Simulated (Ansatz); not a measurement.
Worked example: Si(CH3)3Cl + C2H8Si → Si(CH3)2(SiH3)Cl + C3H8

Species: Si(CH3)3Cl (chlorotrimethylsilane), singlet; C2H8Si `CC[SiH3]`, singlet; Si(CH3)2(SiH3)Cl, singlet; C3H8 (propane) `CCC`, singlet. The partners trade CH3 for SiH3: Si–CH3 and C–SiH3 bonds give way to Si–SiH3 and C–CH3.

Shapes, held fixed at every level: PBE0-D4/def2-TZVP. Programs: Ansatz 0.2.0. Electronic energies: no zero-point or thermal term.

At CCSD(T)/CBS estimate; 1 Eh = 2625.50 kJ/mol:

| species | energy (Eh) |
| --- | --- |
| Si(CH3)3Cl | -868.536378 |
| C2H8Si | -369.995679 |
| Si(CH3)2(SiH3)Cl | -1119.535551 |
| C3H8 | -118.980509 |

Work out ΔE of the reaction at this level.


1. Products less reactants: (-1119.535551) + (-118.980509) − [(-868.536378) + (-369.995679)] = 0.015997 Eh = +42.0 kJ/mol.

Other levels give +33.7 (PBE0-D4/def2-TZVPP) to +48.6 kJ/mol (wB97M-V/def2-TZVPP). No measured value is set beside it here. The CBS estimate extrapolates MP2 from def2-TZVPP and def2-QZVPP and adds CCSD(T) − MP2 in the triple-zeta set, cores frozen.
